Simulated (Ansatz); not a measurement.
The same ligand exchange along the group F, Cl, Br.

Program: Ansatz. Geometries: PBE0-D4/def2-TZVP. ΔE: electronic, gas phase. CBS: MP2 limit from def2 TZ/QZ plus the TZ coupled-cluster correction, frozen cores. This one scheme is used for every species. Functionals use def2-TZVPP. For Br outer-core shells are correlated without core-valence functions, which leaves a few kJ/mol of doubt a bond. Scalar relativity is left out up to krypton. One conformer a species, not always the lowest.

```
                            reaction  CCSD(T)/def2-SVP (eV)  LDA (SPW92) (eV)  revPBE-D4 (eV)  CCSD(T)/CBS(def2) (eV)
 `OB(O)F` + `CSS` → `CSSB(O)O` + H–F                   0.88              0.63            0.57                    0.70
`OB(O)Cl` + `CSS` → `CSSB(O)O` + HCl                   0.17              0.06            0.09                    0.15
`OB(O)Br` + `CSS` → `CSSB(O)O` + HBr                  -0.02             -0.06           -0.01                    0.07
```

Largest T1 diagnostic: 0.013, for `CSSB(O)O`.
